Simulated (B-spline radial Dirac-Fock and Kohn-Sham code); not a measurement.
Level of theory: independent-particle rates on relativistic LDA orbitals of the hole state (multipoles up to L = 3, Coulomb Auger matrix elements, transition energies from Dirac-Fock); a radial atomic solver. Free neutral atoms.

Task: Order these holes by fluorescence yield, smallest first.
A. C K (1s)
B. Hg M4 (3d3/2)
C. Ti K (1s)
D. Tb K (1s)
E. As M4 (3d3/2)

Result: E (1.50e-05), A (0.00239), B (0.0275), C (0.221), D (0.939).

Values without a named source are computed, but for edge energies of neutral atoms, which are taken from tables.
